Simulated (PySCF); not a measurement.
GeHFCl2, SMILES [F][GeH]([Cl])[Cl].

Coordinates come from a PBE-D3(BJ)/def2-SVP optimisation.

Computed with PySCF 2.14.0 with TDDFT-M06-2X/def2-SVPD.

Vertical excitations. Isolated molecule, no solvent. State labels are in the subgroup Cs.

| state | symmetry | energy (eV) | λ (nm) | f | main pairs |
|---|---|---|---|---|---|
| S1 | A" | 7.16 | 173 | 0.030 | HOMO→LUMO 87 % |
| S2 | A" | 7.28 | 170 | 0.001 | HOMO−2→LUMO 88 % |
| S3 | A' | 7.38 | 168 | 0.059 | HOMO−1→LUMO 87 % |
| S4 | A' | 7.61 | 163 | 0.023 | HOMO−3→LUMO 83 % |
| S5 | A' | 8.56 | 145 | 0.010 | HOMO−1→LUMO+1 61 %, HOMO−1→LUMO+3 14 %, HOMO→LUMO+2 10 % |
| S6 | A" | 8.59 | 144 | 0.001 | HOMO→LUMO+1 65 %, HOMO→LUMO+3 14 % |
| S7 | A" | 8.69 | 143 | 0.013 | HOMO−1→LUMO+2 39 %, HOMO−2→LUMO+1 35 %, HOMO→LUMO+1 7 % |
| S8 | A' | 8.71 | 142 | 0.007 | HOMO→LUMO+2 47 %, HOMO−4→LUMO 20 %, HOMO−1→LUMO+3 9 % |
| S9 | A' | 8.96 | 138 | 0.017 | HOMO−2→LUMO+2 68 % |
| S10 | A" | 9.03 | 137 | 0.007 | HOMO−5→LUMO 39 %, HOMO−1→LUMO+2 29 %, HOMO−2→LUMO+1 13 %, HOMO−2→LUMO+3 10 % |
| T1 | A" | 6.68 | 186 | 0 | HOMO→LUMO 89 % |
| T2 | A' | 6.77 | 183 | 0 | HOMO−1→LUMO 88 % |
| T3 | A" | 6.88 | 180 | 0 | HOMO−2→LUMO 86 % |
| T4 | A' | 7.12 | 174 | 0 | HOMO−3→LUMO 81 % |
Triplets are in the Tamm–Dancoff approximation, which puts them higher than full response would, so one can lie above its singlet here.
